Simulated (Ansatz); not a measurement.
`C[CH2][Al]([CH3])[F]` + CH₄ → `[CH3][Al]([CH3])[F]` + `CC`  (formal exchange of groups at the Al–C bond)

Gas-phase electronic energies from Ansatz, PBE0-D4/def2-TZVP geometries. CCSD(T)/CBS adds triple-zeta CCSD(T) − MP2 to the extrapolated MP2 energy (def2 sets, frozen cores). This one scheme is used for every species. Functionals use def2-TZVPP. Each species was taken in one conformer, which may not be the lowest.

```tsv
level	ΔE (eV)
PBE-QIDH	-0.11
HF/def2-TZVPP	-0.16
MP2/CBS(def2)	-0.09
CCSD/CBS(def2)	-0.11
```

Problem. What does CCSD(T)/CBS give? (Estimate.)

Solution. The calculation gave: -0.10 eV. The listed levels differ from it by -0.01, -0.06, 0.01, -0.01 eV.

Largest T1 diagnostic among the species: 0.011.

Leaving LDA and LC-ωPBE aside and taking each functional with its dispersion term where it has one, the values, not all of them listed here, spread over 0.04 eV, from B2PLYP to BLYP-D4. The D4 term adds +0.04 eV with B3LYP and +0.02 eV with PBE0; it sums over pairs of atoms, weighted by their polarisabilities, and B3LYP, whose exchange is more repulsive, gets the larger term.

B3LYP here is the variant with VWN-RPA as its local correlation; programs differ in this.
